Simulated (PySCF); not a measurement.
# Reading the logs of faulty runs: BH2NOSi

All numbers below are calculated, not measured. The program is PySCF 2.14.0, an open-source quantum chemistry code, run on an isolated molecule that a program drew, which may never have been made. The molecule is BH2NOSi (charge 0, singlet), drawn as the SMILES string `OB=N[SiH]`.

Each row is a Hartree-Fock (HF) and frozen-core CCSD(T) single point in the cc-pV(D+d)Z basis, meant for a local HF minimum. Run 1 is clean. Each other run has one planted mistake out of seven kinds, and not every kind appears here: one electron removed, one electron added, multiplicity raised by two, geometry at a saddle point, minimal basis STO-3G, one bond length entered in bohr, all coordinates scaled. The reference is restricted for singlets and unrestricted otherwise, and also for a bond in bohr. Adding or removing an electron swaps singlet and doublet. Electrons count all cores. HOMO and LUMO are orbital energies over both spins, the gradient is its largest component, and the lowest frequency (negative if imaginary) is given only where the gradient is small. Bond lengths are over the 5 bonds as drawn. T1 is the CCSD diagnostic: over 0.02 (restricted) or 0.045 (unrestricted) a single reference is doubtful.

Geometry of the clean run:
```xyz
6
BH2NOSi, angstrom
O    -2.0980   -2.0148   -0.7935
B    -1.1341   -1.9698    0.1034
N    -0.2089   -1.9258    0.9535
Si    1.1857   -1.8430    1.9200
H    -2.9730   -2.1272   -0.4477
H     0.5174   -1.9920    3.2867
```

| run | electrons | basis functions | <S^2> | HOMO (eV) | LUMO (eV) | gradient (hartree/bohr) | lowest frequency (cm^-1) | mean bond (Å) | longest bond (Å) | T1 | HF (hartree) | CCSD(T) (hartree) | mistake |
|---|---|---|---|---|---|---|---|---|---|---|---|---|---|
| 1 | 36 | 75 | 0.000 | -8.03 | 1.53 | 2.0e-05 | 110 | 1.3499 | 1.699 | 0.0163 | -444.14328 | -444.68441 | no fault |
| 2 | 37 | 75 | 0.777 | 0.11 | 7.64 | 6.6e-02 | - | 1.3499 | 1.699 | 0.0181 | -444.11257 | -444.66521 | one electron added |
| 3 | 36 | 75 | 0.000 | -7.65 | 1.91 | 1.1e-01 | - | 1.2554 | 1.580 | 0.0141 | -444.09817 | -444.62376 | all coordinates scaled |
| 4 | 36 | 75 | 1.220 | -8.58 | 1.08 | 1.6e-02 | - | 1.5844 | 2.490 | 0.0606 | -443.97532 | -444.48458 | one bond length entered in bohr |
| 5 | 36 | 75 | 2.008 | -6.81 | 0.79 | 3.2e-02 | - | 1.3499 | 1.699 | 0.0197 | -444.10331 | -444.62257 | multiplicity raised by two |
| 6 | 35 | 75 | 0.771 | -16.51 | -6.22 | 9.0e-02 | - | 1.3499 | 1.699 | 0.0246 | -443.88242 | -444.39556 | ? |

**Which mistake was planted in run 6, and what did it cost?**

It counts 35 electrons, one fewer than the clean run, at the same geometry and basis. So the mistake is: one electron removed. Subtracting run 1 and multiplying by 627.51 kcal/mol a hartree, the energy moved by 163.7 kcal/mol in HF and 181.3 kcal/mol in CCSD(T).

Cautions from the logs. Run 2: the HOMO is above zero, so the electron isn't bound and the energy depends on the basis; run 4: T1 is over the limit, so its CCSD(T) energy is less reliable.
